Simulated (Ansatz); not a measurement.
Basis sets compared for Mo(OH)4 (MoO4H4). Total charge 0; triplet. Geometry r2SCAN-D4/def2-SVP. Ansatz on 4 threads of Intel Xeon Platinum 8259CL on a shared host; times are rough, and most runs start from earlier orbitals.

```xyz
9

Mo    0.1958    0.2646   -0.1429
O    -0.8010    1.8202    0.2698
H    -1.5037    1.6700    0.9268
O     1.9987    0.3693    0.3666
H     2.4212   -0.0260    1.1421
O    -0.9843   -0.7896    0.9461
H    -1.1768   -1.6416    0.5195
O    -0.1949   -0.9586   -1.5615
H     0.0449   -0.7082   -2.4665
```

In the def2 sets Mo takes a core potential; there is no spin–orbit coupling.

Binding counts from free atoms (Mo septet, O triplet, H doublet) in the same basis, without a counterpoise term.

```csv
level,functions,energy (Eh),HOMO (eV),LUMO (eV),binding per atom (eV),wall time
PBE-D4/def2-SVP,107,-371.1019,-3.83,-2.44,4.07,1.9 s
PBE0-D4/def2-SVP,107,-371.0423,-5.71,-1.43,3.81,2.8 s
```

Estimate the rows for PBE-D4/def2-TZVP, PBE0-D4/def2-TZVP.


```json
{"level": "PBE-D4/def2-TZVP", "functions": "188", "energy (Eh)": "-371.4971", "HOMO (eV)": "-4.09", "LUMO (eV)": "-2.65", "binding per atom (eV)": "4.04", "wall time": "3.4 s"}
{"level": "PBE0-D4/def2-TZVP", "functions": "188", "energy (Eh)": "-371.4356", "HOMO (eV)": "-5.88", "LUMO (eV)": "-1.58", "binding per atom (eV)": "3.79", "wall time": "4.6 s"}
```
